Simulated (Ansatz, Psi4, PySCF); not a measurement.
F₅Sb (SMILES [F][Sb]([F])([F])([F])[F]), singlet, geometry from GFN2-xTB (all electrons, no relativity). Base run: PBE0/STO-3G run with PySCF.

Geometry (Å):
```xyz
6

Sb    -0.0054    -0.0180    -0.0023
F      1.2711    -0.7724     1.1756
F     -1.2877     0.7295    -1.1782
F      0.2353     1.6819     0.8208
F      1.0832    -0.4953    -1.4902
F     -1.3225    -1.2263     0.6586
```
Charge 0, spin multiplicity 1.
All else is at PySCF's defaults.

The same geometry, method and basis name were run in Ansatz (a first-principles code) and Psi4 and PySCF, at each program's defaults and at the settings that a row names. The base is PySCF at its defaults. Differences at the defaults can come from grids, fitting, cores and function types together.

```json
[
 {"code and settings": "PySCF, defaults (exact integrals, its default grid, spherical functions)", "ΔE vs base (mEh)": "0.000", "basis functions": "52", "E (Eh)": "-6744.61389", "SCF cycles": "8"},
 {"code and settings": "Ansatz, defaults (factorised integrals, its default grid, spherical functions)", "ΔE vs base (mEh)": "0.003", "basis functions": "52", "E (Eh)": "-6744.61389", "SCF cycles": "-"},
 {"code and settings": "PySCF, fine grid", "ΔE vs base (mEh)": "0.020", "basis functions": "52", "E (Eh)": "-6744.61387", "SCF cycles": "8"},
 {"code and settings": "Psi4, exact integrals, spherical functions, fine grid", "ΔE vs base (mEh)": "0.061", "basis functions": "52", "E (Eh)": "-6744.61383", "SCF cycles": "9"},
 {"code and settings": "Ansatz, high accuracy", "ΔE vs base (mEh)": "0.002", "basis functions": "52", "E (Eh)": "-6744.61389", "SCF cycles": "-"}
]
```
